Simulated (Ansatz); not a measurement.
`F[Si]1(S)CC1` + H₂ → `F[SiH]1CC1` + H₂S at 500 K and 1 bar (hydrogenolysis of the Si–S bond).

Computed with Ansatz on PBE0-D4/def2-TZVP structures; ΔE is electronic, products minus reactants. CCSD(T)/CBS adds triple-zeta CCSD(T) − MP2 to the extrapolated MP2 energy (def2 sets, frozen cores). This one scheme is used for every species. Each species was taken in one conformer, which may not be the lowest.

```csv
species,CCSD(T)/CBS energy (Eh),H − E (kJ/mol),S (J/(mol·K))
`F[Si]1(S)CC1`,-865.81962,219.8,402.2
H₂,-1.17544,41.0,145.5
`F[SiH]1CC1`,-468.00632,205.0,345.2
H₂S,-398.97279,57.0,224.0
```

H − E and S are ideal-gas, rigid-rotor, harmonic terms from PBE0-D4/def2-TZVP, for one conformer and one mirror image of each species. The MP2-based limit puts H₂ 0.8 mEh under its directly extrapolated value; such offsets cancel only in part. 1 Eh = 2625.50 kJ/mol, R = 8.31446 J/(mol·K).

**Question.** By hand: ΔE, ΔH, ΔS and ΔG.

**Answer.** ΔE = (-468.00632) + (-398.97279) − (-865.81962) − (-1.17544) = 0.01595 Eh = 41.9 kJ/mol. Δ(H − E) = 205.0 + 57.0 − 219.8 − 41.0 = 1.2, so ΔH = 43.1 kJ/mol. ΔS = 345.2 + 224.0 − 402.2 − 145.5 = 21.5 J/(mol·K). ΔG = 43.1 − 500 × (21.5)/1000 = 32.4 kJ/mol.

**Question.** By hand: the equilibrium constant, and the temperature at which ΔG would vanish if ΔH and ΔS stayed fixed.

**Answer.** log₁₀ K = −ΔG/(RT ln 10) = -3.4. ΔG = 0 at ΔH/ΔS = 2005 K.

ΔH outweighs TΔS. A doubt of 5 kJ/mol in ΔE shifts log₁₀ K by 0.5 here. Other conformers and mirror images would add mixing entropy, several J/(mol·K) or more a flexible species. These are equilibria of isolated gas molecules and say nothing of rates. Largest T1 diagnostic: 0.011 (customary marks: 0.02 for closed shells, 0.045 for open ones).
